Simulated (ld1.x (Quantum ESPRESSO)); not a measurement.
**What one change does to a pseudopotential (silicon, TM)**

silicon, norm-conserving Troullier–Martins (Kleinman–Bylander form), made with ld1.x (Quantum ESPRESSO) 7.5 (revPBE, scalar-relativistic). Core [Ne], reference 3s2 3p1.5 (charge +0.5). Waves: 3p (bound): rc 2.20 bohr; 3s (bound): rc 1.90 bohr. Local part: the s channel. Core correction: none.

All-electron outer shells of the reference configuration (revPBE, scalar-relativistic, ld1.x):

```json
{"shell": "3s", "level (eV)": "-14.70", "outermost node (bohr)": "0.72", "outermost maximum (bohr)": "1.77"}
{"shell": "3p", "level (eV)": "-7.66", "outermost node (bohr)": "0.72", "outermost maximum (bohr)": "2.09"}
```

Change: all radii scaled by about 1.31 (s 2.50, p 2.88 bohr).

Cutoffs: the cutoffs (Ry, on a coarse ladder) from which the occupation-weighted sum of valence levels, in a spherical-Bessel basis at the reference potential, stays within 10 and 1 mRy of its value at 400 Ry; they do not see the model core or the augmentation charge, which bear on the density cutoff. Errors are all-electron minus pseudo energies relative to the spin-unpolarised reference configuration.

Q: How do hardness, ghosts and transferability respond?

A: The potential gets softer (15 Ry and 35 Ry → 10 Ry and 21 Ry); of the 7 tests that both files solve, the error grows in 5 and shrinks in 2 by more than 15 % and 0.3 meV (median size 2.3 → 2.5 meV); neither file shows a bound ghost. A larger radius leaves more room for a smooth pseudo-wave, so fewer plane waves are needed.

```tsv
quantity	base	changed
cutoff, loose	15 Ry	10 Ry
cutoff, tight	35 Ry	21 Ry
loose cutoff by channel (10 mRy a level)	p 6 Ry, s 12 Ry	p 6 Ry, s 8 Ry
bound ghosts	none	none
error for 3s2 3p2, meV [ΔE -2.91 eV]	+0.2	+1.2
error for 3s2 3p1, meV [ΔE 4.81 eV]	-0.3	+1.0
error for 3s2 3p0, meV [ΔE 20.78 eV]	-5.8	+4.6
error for 3s0 3p4, meV [ΔE 10.82 eV]	+5.8	+18
error for 3s1 3p0, meV [ΔE 54.65 eV]	-14	-35
error for 3s2 3p2.3, meV [ΔE -3.84 eV]	+0.4	+2.5
error for 3s1 3p3, meV [ΔE 3.89 eV]	+2.3	-0.2
```
